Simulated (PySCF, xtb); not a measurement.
Al(I)(OH)(OMe) (CH4AlIO2), SMILES C[O][Al]([I])[OH]. One conformer was computed; it need not be the lowest.

Harmonic wavenumbers (cm⁻¹) from GFN2-xTB (xtb) at its own minimum, in rising order: 12, 80, 120, 142, 165, 258, 280, 384, 410, 666, 929, 1138, 1141, 1231, 1421, 1477, 1479, 2961, 2963, 2973, 3796.

Q: What does PySCF with B3LYP-D3(BJ)/def2-SVP give at its own minimum? (Estimate from the structure and the level; the computed values follow.)

A: 76, 79, 99, 171, 231, 234, 335, 335, 565, 720, 919, 1179, 1187, 1238, 1475, 1478, 1484, 2988, 3062, 3071, 3914. Paired by order, the mean absolute difference is 49 cm⁻¹ and the zero-point energies are 34.3 and 35.5 kcal/mol.
